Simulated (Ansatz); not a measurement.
```yaml
crystal:
  periodic: [false, false, false]
  atoms:
    - {symbol: C, position_ang: [-0.806473, -1.181495, -1.374283]}
    - {symbol: N, position_ang: [-0.599868, -0.525436, -0.425932]}
    - {symbol: Mo, position_ang: [0.250555, 1.188183, 0.284107]}
    - {symbol: N, position_ang: [0.902602, 0.559394, 1.918399]}
    - {symbol: O, position_ang: [1.196762, 1.526526, -0.686065]}
    - {symbol: Cl, position_ang: [-1.401534, 2.518739, 0.658500]}
    - {symbol: H, position_ang: [-0.004488, -1.078385, -2.343923]}
    - {symbol: H, position_ang: [-1.681640, -1.238364, -1.746510]}
    - {symbol: H, position_ang: [-0.396240, -2.185796, -1.215497]}
    - {symbol: H, position_ang: [1.661427, 1.007238, 2.391423]}
    - {symbol: H, position_ang: [0.768647, -0.483155, 2.470479]}
basis:
  gaussian: {orbitals: def2-mTZVP}
hamiltonian: {xc: {name: revPBE}, dispersion: d3bj}
output: {forces: true}
```

```sh
$ ansatz run in.yaml --threads 4 --pin off --events-out ev --progress --plain --max-ram 11315MiB
```

It prints (some lines left out):

```
Functional definition: revPBE
1356 factors; their error is unknown
mean field evaluation 1: about -20480.6812 eV, gradient 1.4e2 eV
mean field evaluation 2: about -20094.7954 eV, gradient 3.5e2 eV
mean field evaluation 4: about -20440.7907 eV, gradient 1.7e2 eV
mean field evaluation 8: about -20519.4968 eV, gradient 1.4e1 eV
mean field evaluation 16: about -20519.9237 eV, gradient 2.9e-1 eV
mean field -20519.92389113 eV, -754.0932940949 hartree, gradient 2.0e-5 eV, S^2 0.000000; 0 other end points of the search recorded, 0 dependent functions left out
reference -20519.92397722 eV, -754.0932972587 hartree; 32, 32 occupied and 119, 119 virtual orbitals, 1356 factors
Total energy: -20520.65030401 eV, -754.1199892761 hartree
Atom 0 at    -0.806473    -1.181495    -1.374283 Å, force     6.604444    -7.658260   -10.747714 eV/Å
Atom 1 at    -0.599868    -0.525436    -0.425932 Å, force     3.285834    12.906478    14.277080 eV/Å
Atom 2 at     0.250555     1.188183     0.284107 Å, force   -23.557384   -15.148557    18.247128 eV/Å
Atom 3 at     0.902602     0.559394     1.918399 Å, force     0.653035    -4.461233     4.479724 eV/Å
Atom 4 at     1.196762     1.526526    -0.686065 Å, force    23.099007     9.135662   -23.017631 eV/Å
Atom 5 at    -1.401534     2.518739     0.658500 Å, force    -2.857180     2.978319     0.442417 eV/Å
Atom 6 at    -0.004488    -1.078385    -2.343923 Å, force    -1.130767     0.447890     0.476232 eV/Å
Atom 7 at    -1.681640    -1.238364    -1.746510 Å, force    -6.979330    -0.646522    -2.927787 eV/Å
Atom 8 at    -0.396240    -2.185796    -1.215497 Å, force    -0.373760    -1.475743     0.308391 eV/Å
Atom 9 at     1.661427     1.007238     2.391423 Å, force     0.960926     0.402386     0.568435 eV/Å
Atom 10 at     0.768647    -0.483155     2.470479 Å, force     0.295176     3.519581    -2.106274 eV/Å
Dipole moment:     0.461786    -0.232650     0.173425 e Å
```

It took 2.6 s on 4 threads of an Arm Neoverse V1 on a shared host, with 0.59 GiB of host memory at the peak.
